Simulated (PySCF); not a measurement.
Species: C₃H₇ClOSi.
SMILES: `CO/C=C\[SiH2]Cl`

Torsions of this conformer, `[CH3:1][O:2]/[CH:3]=[CH:4]\[SiH2:5][Cl:6]`: C1–O2–C3–C4 -176°, C3–C4–Si5–Cl6 -178°.

The closed-shell ground state was solved at several levels (PySCF, density fitting, gas phase, non-relativistic). Geometry: PBE0-D3(BJ)/def2-SVP, one conformer, isolated molecule.

| level | basis functions | HOMO (eV) | LUMO (eV) | gap (eV) | dipole (D) |
| --- | --- | --- | --- | --- | --- |
| PBE0/IGLO-III | 298 | -6.97 | -0.41 | 6.56 | 4.16 |
| PBE0/aug-cc-pVDZ | 209 | -6.99 | -0.45 | 6.54 | 4.39 |
| PBE0/6-31+G* | 130 | -7.01 | -0.38 | 6.63 | 4.76 |
| PBE0/pcSseg-2 | 328 | -7.04 | -0.45 | 6.59 | 4.48 |
| PBE0/def2-TZVP | 240 | -6.99 | -0.37 | 6.62 | 4.32 |
| PBE0/cc-pVTZ | 286 | -6.96 | -0.32 | 6.64 | 4.37 |

**Question.** Estimate the row for PBE0/cc-pVDZ, a basis of 127 functions; the other rows only guide the guess.

**Answer.** HOMO -6.83 eV, LUMO -0.13 eV, gap 6.70 eV, dipole 4.53 D.

**Question.** Over all these levels, which gives the widest orbital gap and which the narrowest?

**Answer.** PBE0/cc-pVDZ has the widest, 6.70 eV, and PBE0/aug-cc-pVDZ the narrowest, 6.54 eV. From the narrowest to the widest the HOMO moves by +0.16 eV and the LUMO by +0.32 eV.

**Question.** How much does the basis alone move the frontier levels among the 7 PBE0 rows (the withheld one included)?

**Answer.** The HOMO by 0.21 eV and the LUMO by 0.32 eV. By rising basis size (HOMO, LUMO in eV): cc-pVDZ -6.83, -0.13; 6-31+G* -7.01, -0.38; aug-cc-pVDZ -6.99, -0.45; def2-TZVP -6.99, -0.37; cc-pVTZ -6.96, -0.32; IGLO-III -6.97, -0.41; pcSseg-2 -7.04, -0.45.

**Question.** How far do the dipole and the HOMO energy spread over the levels?

**Answer.** The dipole runs from 4.16 to 4.76 D (mean 4.43 D) and the HOMO from -7.04 to -6.83 eV.
